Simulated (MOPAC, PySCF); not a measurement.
C$_{8}$H$_{14}$Si, SMILES `CC1=C(C=C([Si@H]1C)C)C`, neutral singlet in the gas phase. 

Cartesian coordinates (Å):
SMILES: CC1=CC(C)=C(C)[Si@@H]1C
```xyz
23

C     -2.1105     2.2521    -0.0297
C     -1.0023     1.2517     0.0895
C      0.3112     1.5136    -0.0971
C      1.2984     0.4030     0.0510
C      2.7476     0.7376    -0.1672
C      0.7812    -0.8151     0.3700
C      1.5391    -2.0935     0.5707
Si    -1.0846    -0.5890     0.4928
C     -2.0665    -1.6033    -0.7576
H     -1.7368     3.2517    -0.3069
H     -2.8509     1.9451    -0.7899
H     -2.6687     2.3504     0.9181
H      0.6817     2.5146    -0.3577
H      3.0768     1.5161     0.5432
H      3.4090    -0.1307    -0.0496
H      2.9033     1.1523    -1.1784
H      1.3995    -2.4853     1.5940
H      2.6220    -1.9867     0.4037
H      1.1765    -2.8844    -0.1103
H     -1.6196    -0.8588     1.8651
H     -1.9733    -2.6821    -0.5515
H     -1.6955    -1.4137    -1.7770
H     -3.1376    -1.3455    -0.7253
```
Charge 0, multiplicity 1.

All levels are single points at this geometry (B3LYP-D3(BJ)/def2-SVP); Pople sets use spherical d functions. Orbital energies aren't observables, and empty levels follow the basis.

```
level                            HOMO (eV)  LUMO (eV)  gap (eV)  dipole (D)  vertical IE, Delta-SCF (eV)
-------------------------------  ---------  ---------  --------  ----------  ---------------------------
ωB97X-D3(BJ)/def2-TZVP in PySCF      -8.18       1.15      9.33        0.55                         7.74
B3LYP/3-21G in PySCF                 -5.48      -0.66      4.83        0.56                            –
B3LYP/6-311+G** in PySCF             -5.75      -1.14      4.61        0.50                            –
B3LYP/6-31G* in PySCF                -5.47      -0.76      4.71        0.56                         7.39
B3LYP/LANL2DZ in PySCF               -5.55      -0.76      4.79        0.46                            –
PBE/6-31G* in PySCF                  -4.68      -1.48      3.20        0.61                         7.31
SVWN5/6-31G* in PySCF                -4.78      -1.62      3.16        0.63                         7.46
HF/3-21G in PySCF                    -7.90       3.02     10.92        0.55                            –
HF/6-31G* in PySCF                   -7.85       3.04     10.88        0.56                         6.46
HF/STO-3G in PySCF                   -6.01       6.72     12.73        0.57                            –
AM1 in MOPAC                         -8.78       0.16      8.93        0.28                            –
PM6 in MOPAC                         -8.44       0.20      8.64        0.44                            –
PM7 in MOPAC                         -8.63       0.38      9.01        0.52                            –
```
